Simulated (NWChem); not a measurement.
C$_{5}$H$_{7}$O$_{2}$, doublet; SMILES CC(=O)C=C(C)[O]

```xyz
14

C      0.6568     2.5442    -0.0439
C      0.0754     1.1612     0.0988
O     -1.1412     1.0747     0.3860
C      0.8448     0.0009    -0.0792
C      0.0788    -1.1609     0.1051
C      0.6652    -2.5428    -0.0271
O     -1.1382    -1.0764     0.3909
H      0.1123     3.0880    -0.8298
H      1.7243     2.5107    -0.2931
H      0.5153     3.0971     0.8964
H      1.9038     0.0017    -0.3288
H      1.7313    -2.5074    -0.2817
H      0.1191    -3.0967    -0.8047
H      0.5306    -3.0867     0.9194
```
Atoms are numbered in this order, from 1.

Computed with NWChem. Spin-unrestricted. Geometry: optimised at PBE0/def2-SVP, spin-unrestricted. No frequency run checked for a minimum. No stability test was run on the SCF state. Fermi-contact couplings, non-relativistic, static geometry.

Task: Predict the results for PBE0/pcJ-1. Quantities: A(iso) 13C atom 4 (MHz); A(iso) 13C atom 5 (MHz); A(iso) 13C atom 6 (MHz); A(iso) 17O atom 7 (MHz); A(iso) 1H atom 11 (MHz); A(iso) 1H atom 14 (MHz); <S²>.

Result: 
* **A(iso) 13C atom 4 (MHz)**: -12.6
* **A(iso) 13C atom 5 (MHz)**: -31.6
* **A(iso) 13C atom 6 (MHz)**: 51.0
* **A(iso) 17O atom 7 (MHz)**: -72.7
* **A(iso) 1H atom 11 (MHz)**: -8.9
* **A(iso) 1H atom 14 (MHz)**: -6.8
* **<S²>**: 0.757
